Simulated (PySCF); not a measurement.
**M06-2X on Sc²⁺ (scandium, charge +2)**

Configuration: [Ar] 3d1, 2D determinant. Calculation: PySCF 2.14, in pcseg-2 (6s4p3d2f1g, 56 functions); no relativity, point nucleus.

- Total energy: -759.903 hartree
- One-electron energy: -1029.029 hartree
- Hartree (Coulomb) energy: 307.745 hartree
- Exchange-correlation energy: -38.618 hartree
- Kinetic energy: 759.65617 hartree
- ⟨S²⟩: 0.7505
- ⟨L²⟩: 6.006
- Sum of ⟨r⟩: 13.39 bohr
- Sum of ⟨r²⟩: 16.32 bohr²
- Traceless quadrupole moment −½Σ⟨3z² − r²⟩ along its main axis: 0.817 e·bohr²
- Density at the nucleus (Gaussians lack the cusp): 6110 bohr⁻³
- Spin density at the nucleus: 0.0202 bohr⁻³
- Langevin diamagnetic susceptibility: -12.9 ×10⁻⁶ cm³/mol
- Time after the integrals: 2.1 s of wall time on 1 thread of Neoverse-V1 (shared host)

| shell | electrons | mean orbital energy (hartree) | spread (hartree) | rms radius, mean of both spins (bohr) |
| --- | --- | --- | --- | --- |
| 1s α | 1 | -163.70806 | 0 | 0.0853 |
| 1s β | 1 | -163.70764 | 0 | 0.0853 |
| 2s α | 1 | -18.63145 | 0 | 0.375 |
| 2s β | 1 | -18.62019 | 0 | 0.375 |
| 2p α | 3 | -15.53789 | 0.00526 | 0.341 |
| 2p β | 3 | -15.52724 | 0.01938 | 0.341 |
| 3s α | 1 | -2.84281 | 0 | 1.16 |
| 3s β | 1 | -2.80741 | 0 | 1.16 |
| 3p α | 3 | -1.99670 | 0.00313 | 1.26 |
| 3p β | 3 | -1.95337 | 0.04589 | 1.26 |
| 3d α | 1 | -0.80398 | 0 | 1.74 |
